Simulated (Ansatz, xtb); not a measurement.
## Isomers of C5H7FO2 in order of energy

3 gas-phase structures of C5H7FO2, from a drawn sample of its isomers (lower ones may exist). Each was relaxed with GFN2-xTB; where two conformers were screened, the lower at r2SCAN-D4/def2-SVP is listed:

A. `C/C(O)=C1\O[C@@H]1CF`, a singlet
B. `CC(=O)[C@@H]1O[C@H]1CF`, a singlet
C. `C/C(O)=C1/O[C@@H]1CF`, a singlet

Question: Estimate their order in r2SCAN-D4/def2-SVP energy at these geometries, lowest first.

Answer: Calculated order at r2SCAN-D4/def2-SVP: B (0.0), C (90.1), A (92.4) kJ/mol. Less than 1 kcal/mol parts C and A, so the order within that pair means little.

Energies above the lowest of each column, in kJ/mol; the last columns are at PBE0-D3(BJ)/def2-SVP geometries:

| structure | GFN2-xTB | HF/STO-3G | r2SCAN-D4/def2-SVP | PBE0-D3(BJ)/def2-SVP | CCSD(T)/def2-SVP + ΔMP2/def2-TZVPP |
| --- | --- | --- | --- | --- | --- |
| B | 0.0 | 0.0 | 0.0 | 0.0 | 0.0 |
| C | 46.1 | 104.1 | 90.1 | 88.4 | 88.6 |
| A | 47.0 | 105.8 | 92.4 | 90.5 | 94.3 |

Every level run on B puts it lowest or level with the lowest. Some further structures that were screened fall inside this span and aren't listed. Flexible structures stand in one conformer each, not always the lowest. The ΔMP2 step shifts differences by up to 12.6 kJ/mol, which makes them less sure. ΔMP2 is the change of the MP2 energy from the smaller to the larger basis.

Programs: Ansatz 0.2.0, xtb 6.7.1.
